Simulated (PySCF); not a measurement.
CH9NSi2.
Cartesian coordinates in Å at the PBE0-D3(BJ)/def2-SVP level; atoms count from 1:
```
atom  x, y, z in Å
C1    -0.966   -1.294    0.437
Si2   -0.296    0.183   -0.509
N3    -1.076    1.624    0.082
Si4    2.004    0.468   -0.141
H5    -0.473   -2.223    0.111
H6    -2.048   -1.413    0.264
H7    -0.803   -1.169    1.518
H8    -0.485   -0.092   -1.979
H9    -2.090    1.658    0.095
H10   -0.705    2.526   -0.197
H11    2.787   -0.651   -0.756
H12    2.313    0.504    1.324
H13    2.487    1.752   -0.744
```

The computed photoelectron lines, unassigned: C 1s: 290.11 eV; N 1s: 404.53 eV; Si 1s: 1845.91 (area 1), 1846.20 (area 1) eV; Si 2p3/2: 106.21 (area 1), 106.37 (area 1) eV.

Method used: delta-SCF UKS SCAN, pcX-2 on the ionised atom, pcseg-1 elsewhere, spin-free X2C in PySCF. Geometry: PBE0-D3(BJ)/def2-SVP, one conformer, isolated molecule.

(1) Which silicon gives which Si 1s line?

(2) Assign the Si 2p3/2 lines to atoms.

Results:

(1) 1845.91 eV: Si4 (SiH3 silicon); 1846.20 eV: Si2 (SiH silicon). Lowest listed Si 1s: Si4, bonded to 3 H and Si. Highest, 0.29 eV above it: Si2, bonded to N, C, H and Si.

(2) 106.21 eV: Si4 (SiH3 silicon); 106.37 eV: Si2 (SiH silicon). The 2 Si 2p3/2 values lie within 0.16 eV of each other.

Bonded neighbours of each site: C1: 3 H and Si; Si2: N, C, H and Si; N3: 2 H and Si; Si4: 3 H and Si.

Q: Which effective nuclear charge Zeff reproduces each element's mean 1s value in the hydrogen-like formula E = 13.606 eV × Zeff²?

A: C (Z = 6): mean 290.1 eV, Zeff = 4.62, Z − Zeff = 1.38; N (Z = 7): mean 404.5 eV, Zeff = 5.45, Z − Zeff = 1.55; Si (Z = 14): mean 1846.1 eV, Zeff = 11.65, Z − Zeff = 2.35. Means run over the listed sites, weighted by atom count.

Spin–orbit coupling isn't in the SCF: each 2p doublet comes from a relaxed spin-free hole plus a matrix of the shell (mean-field spin–orbit coupling and the ground-state 2p splitting), with 2p3/2 averaged over its two sublevels. 2p1/2 minus 2p3/2 (ligand field included): Si 0.62 eV.
